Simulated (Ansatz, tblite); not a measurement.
Spin states of the cluster Cu₃S⁺, each relaxed with PBE0-D4/def2-SVP in Ansatz. Electronic energies in the gas phase.

The xTB rows come from tblite. LC-ωPBE has ω = 0.4 bohr⁻¹. Correlated methods freeze 32 core orbitals. HOMO above LUMO, or a gap near zero within one spin, warns that the state may not be the lowest or that an electron is smeared out. The structure comes from a short search, and lower isomers may exist.

Singlet geometry (C3v within 0.1 Å):

```xyz
4

Cu    0.9245    1.2112   -0.5083
Cu   -0.0615   -0.1769    1.5955
Cu    0.1703   -1.3686   -0.8235
S    -1.0333    0.3343   -0.2637
```

Triplet geometry (Cs within 0.1 Å):

```xyz
4

Cu    0.416    1.360   -0.538
Cu   -1.441   -0.137   -0.137
Cu    0.390   -0.342    1.430
S     0.635   -0.881   -0.754
```

Quintet geometry (C2v within 0.1 Å):

```tsv
atom	x (Å)	y (Å)	z (Å)
Cu1	0.768	-1.413	0.282
Cu2	0.276	-0.158	-1.620
Cu3	-0.298	0.175	1.614
S4	-0.746	1.396	-0.276
```

⟨S²⟩: triplet 2.01 at PBE0-D4/def2-TZVP (pure 2.00), quintet 6.02 at PBE0-D4/def2-TZVP (pure 6.00).

Run but left out: HF/STO-3G (triplet: ⟨S²⟩ 5.76, where a pure state has 2.00); HF/STO-3G (quintet: ⟨S²⟩ 8.47, where a pure state has 6.00).

Only these spin states were relaxed. The quintet has other bonds than the singlet, so the gap mixes isomer and spin.

Second-order perturbation terms are unreliable where d shells bring near-degenerate states, and here PBE-QIDH/def2-TZVP lies more than 0.4 eV from the median of the functionals without such a term.

Q: Estimate which spin state lies lowest at each of these levels, and by how much: GFN1-xTB; GFN2-xTB; PBE-D4/def2-TZVP; r2SCAN-D4/def2-TZVP; PBE0-D4/def2-TZVP; LC-ωPBE/def2-TZVP; PBE-QIDH/def2-TZVP.

A: 
```json
{"level": "GFN1-xTB", "triplet − singlet (kJ/mol)": "159.2", "quintet − singlet (kJ/mol)": "341.0", "lowest of these": "singlet", "remarks": "–"}
{"level": "GFN2-xTB", "triplet − singlet (kJ/mol)": "208.9", "quintet − singlet (kJ/mol)": "527.2", "lowest of these": "singlet", "remarks": "–"}
{"level": "PBE-D4/def2-TZVP", "triplet − singlet (kJ/mol)": "180.5", "quintet − singlet (kJ/mol)": "408.7", "lowest of these": "singlet", "remarks": "gap within one spin near zero (triplet)"}
{"level": "r2SCAN-D4/def2-TZVP", "triplet − singlet (kJ/mol)": "180.9", "quintet − singlet (kJ/mol)": "396.9", "lowest of these": "singlet", "remarks": "–"}
{"level": "PBE0-D4/def2-TZVP", "triplet − singlet (kJ/mol)": "224.7", "quintet − singlet (kJ/mol)": "472.5", "lowest of these": "singlet", "remarks": "–"}
{"level": "LC-ωPBE/def2-TZVP", "triplet − singlet (kJ/mol)": "251.5", "quintet − singlet (kJ/mol)": "519.7", "lowest of these": "singlet", "remarks": "–"}
{"level": "PBE-QIDH/def2-TZVP", "triplet − singlet (kJ/mol)": "273.4", "quintet − singlet (kJ/mol)": "591.2", "lowest of these": "singlet", "remarks": "–"}
```

Change of the quintet − singlet gap on mixing in exact exchange, in kJ/mol: PBE to PBE0 (25 % exact exchange) 63.8. The xTB methods have no spin-polarisation term.
